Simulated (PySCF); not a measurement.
H5N2OSTa, SMILES [OH][Ta]([NH2])([NH2])=[S], multiplicity 1. Coordinates come from a PBE0-D3(BJ)/def2-SVP optimisation. The spin state was assumed, not searched. The structure was generated by enumeration; whether it is a known compound was not checked. The def2 effective core potentials stand for the cores of Ta; spin–orbit coupling is left out. Other conformers were not sampled.

Calculation: PBE0-D3(BJ)/def2-SVP (PySCF 2.14.0).

Harmonic wavenumbers (cm⁻¹): 111, 144, 151, 185, 197, 219, 282, 321, 450, 450, 490, 517, 554, 602, 673, 687, 718, 1503, 1506, 3578, 3581, 3679, 3679, 3956. Rotational constants (GHz): 2.844, 1.956, 1.911; symmetry number 1.

Problem. Work out the zero-point energy and the ideal-gas rigid-rotor harmonic-oscillator thermochemistry at 298.15 K and 1 atm.

Solution. ZPE = ½ Σ hcν = ½ × 28235 cm⁻¹ = 168.88 kJ/mol. H − E(el) = 195.08 kJ/mol. Entropy in J/(mol K): translation 178.20, rotation 116.33, vibration 95.07, total 389.60. G − E(el) = 78.92 kJ/mol. Cp = 136.39 J/(mol K). Modes under 150 cm⁻¹ make the vibrational entropy uncertain.
